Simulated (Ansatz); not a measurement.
A structure relaxed at PBE-D4/def2-SVP in Ansatz, charge 1, doublet:

```xyz
6

Ti    1.176    1.180   -0.720
Ti   -1.185   -1.177    0.733
Ti    1.220   -1.359   -0.550
Ti   -0.727   -0.171   -1.665
Ti    0.729    0.172    1.672
Ti   -1.213    1.354    0.531
```

Task: Give its formula.

Result: Ti6⁺.

Task: Summarise the bond lengths by kind (pairs closer than 1.2 times the sum of covalent radii, bridged metal pairs left out).

Result: 15 × Ti–Ti 2.52 to 3.80 Å.

The charge 1 doublet is spin-contaminated (final ⟨S²⟩ up to 2.29, 0.75 for a pure state). The structure comes from a short search, and lower isomers may exist.
